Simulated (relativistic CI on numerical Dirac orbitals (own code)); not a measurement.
**Energy levels of Cs¹¹⁺**

Method of calculation: Dirac-Coulomb-Breit CI, separate exchange-only KLI orbitals for each configuration, model QED, unscaled Slater integrals (own radial code, finite nucleus).

Configurations in the expansion (outside the closed core [Ar] 3d10): 4s2.4p6.4d8, 4s2.4p5.4d9, 4s2.4p6.4d7.4f, 4s2.4p6.4d7.5s, 4s.4p6.4d9, 4s2.4p6.4d7.5p, 4s2.4p5.4d8.4f, 4s2.4p6.4d6.4f.5s, 4s2.4p6.4d7.5d, 4s2.4p6.4d6.5s.5p, 4s.4p6.4d8.4f, 4s2.4p6.4d7.6s, 4s2.4p6.4d7.5f, 4s2.4p6.4d7.6p, 4s2.4p5.4d8.5s, 4s2.4p6.4d7.6d, 4s2.4p6.4d7.7s, 4s2.4p6.4d7.6f, 4s2.4p6.4d7.7p, 4s2.4p6.4d7.7f, 4s2.4p5.4d8.5d, 4p6.4d9.4f, 4s2.4p6.4d6.5s2, 4s2.4p6.4d5.4f.5s2, 4s2.4p6.4d5.5s2.5p, 4s2.4p5.4d6.4f.5s2, 4p6.4d10, 4p5.4d10.4f, 4p6.4d9.5s, 4p5.4d10.5s, 4p5.4d9.4f.5s. Double excitations out of closed p, d and f shells are left out; levels of such configurations are missing from the list, as are those of other unlisted configurations, and high levels can miss mixing partners. Some configurations lack a partner that the ground configuration has and come out too high, among them 4s2.4p5.4d8.5d.

The lowest level is 4s2.4p6.4d8 3F_4, with 96 % of that term; Hund's rules for 4s2.4p6.4d8 give 3F with J = 4, in agreement.

```
No.   Configuration  Term  J  E (cm⁻¹)    %     Next component (%)  Lifetime (s)      jj configuration (%)
  1     4s2.4p6.4d8    3F  4         0   96                   3 1G                            4d5/2^4 (91)
  2     4s2.4p6.4d8    1D  2     16526   43                  39 3F      2.15e+02              4d5/2^4 (80)
  3     4s2.4p6.4d8    3F  3     17436   99    1 4s2.4p5.4d8.4f 3F      7.48e-03      4d3/2^3 4d5/2^5 (99)
  4     4s2.4p6.4d8    3P  2     32555   54                  42 3F      9.19e-03      4d3/2^3 4d5/2^5 (60)
  5     4s2.4p6.4d8    3P  0     41186   91                   9 1S      2.88e+00              4d5/2^4 (69)
  6     4s2.4p6.4d8    3P  1     43208   99    1 4s2.4p5.4d8.4f 3P      1.15e-02      4d3/2^3 4d5/2^5 (99)
  7     4s2.4p6.4d8    1G  4     47735   96                   3 3F      8.38e-03      4d3/2^3 4d5/2^5 (91)
  8     4s2.4p6.4d8    1D  2     51153   54                  28 3P      2.98e-03      4d3/2^2 4d5/2^6 (72)
  9     4s2.4p6.4d8    1S  0    111483   91                   9 3P      6.27e-04      4d3/2^2 4d5/2^6 (69)
 10  4s2.4p6.4d7.5s    5F  5    661371   90                   9 3G      7.79e-06           4d5/2^3 5s (77)
 11  4s2.4p6.4d7.5s    5F  4    670281   66                  24 3F      7.13e-07           4d5/2^3 5s (57)
 12  4s2.4p6.4d7.5s    5F  3    679807   88                   6 3D      3.96e-06   4d3/2^3 4d5/2^4 5s (59)
 13  4s2.4p6.4d7.5s    3F  4    683011   60                  31 5F      2.82e-07   4d3/2^3 4d5/2^4 5s (64)
 14  4s2.4p6.4d7.5s    5F  2    683512   80                  14 3D      2.96e-06           4d5/2^3 5s (34)
 15  4s2.4p6.4d7.5s    5F  1    685560   73                  19 3D      2.08e-06   4d3/2^3 4d5/2^4 5s (36)
 16  4s2.4p6.4d7.5s    5P  2    690513   45                  35 3P      8.47e-07           4d5/2^3 5s (77)
 17  4s2.4p6.4d7.5s    3F  3    692174   46                  36 5P      3.63e-07   4d3/2^3 4d5/2^4 5s (45)
 18  4s2.4p6.4d7.5s    5P  3    697486   55                  38 3F      4.78e-07   4d3/2^3 4d5/2^4 5s (81)
 19  4s2.4p6.4d7.5s    5P  1    698442   43                  37 3P      7.80e-07   4d3/2^3 4d5/2^4 5s (55)
 20  4s2.4p6.4d7.5s    3F  2    700905   66                  17 5P      2.42e-07   4d3/2^3 4d5/2^4 5s (76)
 21  4s2.4p6.4d7.5s    3G  5    701647   68                  18 3H      6.39e-07   4d3/2^3 4d5/2^4 5s (70)
 22     4s2.4p5.4d9   1D°  2    704572   54  18 4s2.4p6.4d7.4f 1D°      7.78e-10      4p3/2^3 4d5/2^5 (67)
 23  4s2.4p6.4d7.5s    3G  4    704701   44                  28 3H      4.40e-07   4d3/2^3 4d5/2^4 5s (82)
 24     4s2.4p5.4d9   3D°  3    706533   55  32 4s2.4p6.4d7.4f 3D°      5.77e-10      4p3/2^3 4d5/2^5 (54)
 25  4s2.4p6.4d7.5s    5P  1    708759   37                  31 1P      3.49e-07   4d3/2^3 4d5/2^4 5s (61)
 26  4s2.4p6.4d7.5s    3P  2    708950   67                  12 3D      2.39e-07           4d5/2^3 5s (40)
 27     4s2.4p5.4d9   3F°  4    710344   83  16 4s2.4p6.4d7.4f 3F°      3.74e-09      4p3/2^3 4d5/2^5 (83)
 28  4s2.4p6.4d7.5s    3H  6    713401  100                             5.94e-07  4d3/2^3 4d5/2^4 5s (100)
 29  4s2.4p6.4d7.5s    3P  0    714084  100                             3.19e-07  4d3/2^3 4d5/2^4 5s (100)
 30  4s2.4p6.4d7.5s    3G  3    714826   89                   6 3F      6.00e-07   4d3/2^3 4d5/2^4 5s (62)
```

Energies count from the lowest computed level; ° marks odd parity; lifetimes are radiative, by E1, M1, E2, M2, E3 decay to levels of this space only. Filled j subshells are mostly left out of the jj labels.

The mean weight of the leading LS term, summed over parents, in these 30 levels is 71 %, and that of the leading jj configuration (from the same eigenvectors) 70 %.

At this charge transitions that keep the count of f electrons are usually good to a few per cent. Terms inside the open d or f shell come out 10 to 20 % too wide with unscaled integrals. Levels and lines within the n = 5 or 6 shells can be off by up to 10 % or somewhat more, and those that change n by about 2 %, since core polarisation is missing. Levels that differ in their count of f electrons can be misplaced by several ten thousand cm⁻¹, since the correlation energy of f electrons is missing or only estimated; rates across such gaps can be off by orders of magnitude.

LS names give the leading component of a level, which can be under half, so a name can repeat, a term be missing and a line seem to break the LS rules.
